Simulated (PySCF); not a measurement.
**Ir²⁺: interval between two levels**

Ir²⁺ [Xe] 4f14 5d7 [4F9/2, M_J = 9/2] → Ir²⁺ [Xe] 4f14 5d6 6p1 [6F11/2, M_J = 11/2], as a difference of total energies. Computed with PySCF 2.14 in x2c-TZVPall-2c (11s11p10d2f, 108 functions), with the two-component X2C-1e Hamiltonian. Correlated levels: [Kr] 4d10 4f14 frozen; the 34 highest virtual spinors dropped. "Screened" scales the spin-orbit matrix elements by Boettger's factors to mimic the two-electron term; Breit and QED terms are absent.

```json
{"method": "GHF (screened spin-orbit)", "interval between two levels (cm⁻¹)": "79060"}
{"method": "GMP2 (screened spin-orbit)", "interval between two levels (cm⁻¹)": "82655"}
```

The labels give the starting determinants; with spin-orbit coupling the two ends relaxed to ⟨J²⟩ = 24.77, ⟨L²⟩ = 13.11, ⟨S²⟩ = 3.59 and ⟨J²⟩ = 35.79, ⟨L²⟩ = 13.05, ⟨S²⟩ = 8.36.
